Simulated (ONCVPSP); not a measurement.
**Reading a pseudo-wave (arsenic (As))**

Columns: radius, all-electron u(r) and pseudo u(r) of the 3s shell (level -194.93 eV) of arsenic in the configuration [Ne] 3s2 3p6 3d10 4s2 4p2.5; PBE, scalar-relativistic, ONCV scheme, ONCVPSP 4.0.1.

```tsv
r (bohr)	all-electron	pseudo
0.062	-0.0564	0.1681
0.125	-0.7579	0.3519
0.188	-0.5683	0.5547
0.250	0.0250	0.7668
0.312	0.6275	0.9747
0.375	1.0810	1.1583
0.438	1.3431	1.2917
0.500	1.4429	1.3594
0.562	1.4308	1.3612
0.625	1.3459	1.3031
0.688	1.2208	1.2003
0.750	1.0813	1.0737
0.812	0.9400	0.9379
0.875	0.8033	0.8029
0.938	0.6787	0.6784
1.000	0.5696	0.5695
1.062	0.4747	0.4746
1.125	0.3920	0.3919
1.188	0.3221	0.3220
1.250	0.2644	0.2643
1.312	0.2162	0.2162
1.375	0.1758	0.1757
1.438	0.1425	0.1424
1.500	0.1156	0.1156
1.562	0.0937	0.0936
1.625	0.0755	0.0755
```

Problem. How many radial nodes do the two functions have?

Solution. The all-electron 3s function has n − l − 1 = 2 (the table is too coarse to show those close to the nucleus); the pseudo-wave has 0, since the states of the same l below it are removed with the core.

Problem. At about which radius was the pseudo-wave matched?

Solution. 0.95 bohr. The columns agree to 0.0005 from 0.88 bohr on; several derivatives are matched, so the curves merge somewhat inside the radius.

Problem. Where does each function peak?

Solution. Outermost all-electron maximum near 0.50 bohr, pseudo maximum near 0.56 bohr (to the table’s step).

Problem. Is the pseudo-wave norm-conserving?

Solution. Yes: the ONCV scheme keeps the norm inside the radius equal to the all-electron one, which fixes the energy derivative of the logarithmic derivative at the level.
